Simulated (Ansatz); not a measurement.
Reactions of Br2FHOSi, SMILES `O[Si](F)(Br)Br`.

Isolated molecules relaxed with PBE0-D4/def2-TZVP in Ansatz; ΔE leaves out vibrations. CCSD(T)/CBS adds triple-zeta CCSD(T) − MP2 to the extrapolated MP2 energy (def2 sets, frozen cores). This one scheme is used for every species, atoms too. DFT in def2-TZVPP. No spin–orbit coupling; open shells (•) take unrestricted orbitals. Spin–orbit coupling would lower the free atoms: a little for F. For Br outer-core shells are correlated without core-valence functions, so the limit isn't a true one: a few kJ/mol of doubt a bond, and 10 to 20 or more in all where bonds break to atoms. Scalar relativity is left out up to krypton. One conformer a species, not always the lowest.

```
                                                reaction  ωB97X-V (kJ/mol)  CCSD(T)/CBS(def2) (kJ/mol)
         `O[Si](F)(Br)Br` + HCl → `O[Si](F)(Cl)Br` + HBr                -8                          -5
                    `O[Si](F)(Br)Br` → `Br[Si]Br` + `OF`               806                         815
         `O[Si](F)(Br)Br` + H–F → `F[Si](F)(Br)Br` + H₂O               -33                         -32
`O[Si](F)(Br)Br` + silanol → `O[Si](F)(Br)O[SiH3]` + HBr               -43                         -43
         `O[Si](F)(Br)Br` + H₂O → `O[Si](O)(Br)Br` + H–F                35                          33
        `O[Si](F)(Br)Br` + HCl → `F[Si](Cl)(Br)Br` + H₂O                19                          15
                       `O[Si](F)(Br)Br` → Br₂ + `O[Si]F`               420                         421
                  `O[Si](F)(Br)Br` → F• + `O[Si](Br)Br`•               651                         664
                    `O[Si](F)(Br)Br` → `FBr` + `O[Si]Br`               608                         618
        `O[Si](F)(Br)Br` + HCl → `O[Si](Cl)(Br)Br` + H–F                52                          47
```

Largest T1 diagnostic: 0.015, for `O[Si]F`.
